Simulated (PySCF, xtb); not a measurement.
C2H7O, SMILES CC[OH2+], charge +1.

Harmonic wavenumbers (cm⁻¹) from xtb 6.7.1 with GFN2-xTB at its own minimum, in rising order: 221, 246, 380, 810, 817, 892, 904, 999, 1118, 1166, 1209, 1269, 1392, 1411, 1434, 1462, 1470, 3024, 3027, 3049, 3055, 3074, 3235, 3246.

Task: What does B3LYP-D3(BJ)/def2-TZVP (PySCF) give at its own minimum? (An estimate is asked for; the answer gives what the named calculation found.)

Result: 176, 264, 368, 643, 712, 799, 915, 951, 1119, 1224, 1315, 1382, 1421, 1477, 1493, 1501, 1664, 3040, 3101, 3123, 3123, 3191, 3630, 3711. Paired by order, the mean absolute difference is 99 cm⁻¹ and the zero-point energies are 55.6 and 57.7 kcal/mol.
